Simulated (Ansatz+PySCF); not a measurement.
**singlet CdCl2: levels of theory in one basis**

```xyz
3

Cl    0.0000    0.0000   -2.4586
Cd    0.0000    0.0000    0.0000
Cl    0.0000    0.0000    2.4586
```

Basis set: def2-SVP (spherical functions, with the set's core potentials past Kr). Left uncorrelated: 10 orbitals. Charge 0, multiplicity 1.

Computed with Ansatz (development build ahead of 0.2.0); each method stands on the lowest determinant of its kind that the runs found.

```json
{"method": "RHF", "E − E(RHF) (eV)": "0.00", "<S²> of the determinant": "0.00"}
{"method": "RHF-CCSD", "E − E(RHF) (eV)": "-17.05", "<S²> of the determinant": "–"}
{"method": "RHF-CCSD(T)", "E − E(RHF) (eV)": "-17.43", "<S²> of the determinant": "–"}
```

(1) What does RHF-MP2 give on the same scale?

(2) Is a single determinant a sound starting point here?

## Answers

(1) -16.74 eV.

(2) By this sign, yes. Unrestricted orbitals gain 0.00 eV and <S²> is 0.00 against 0.00 for a pure state.
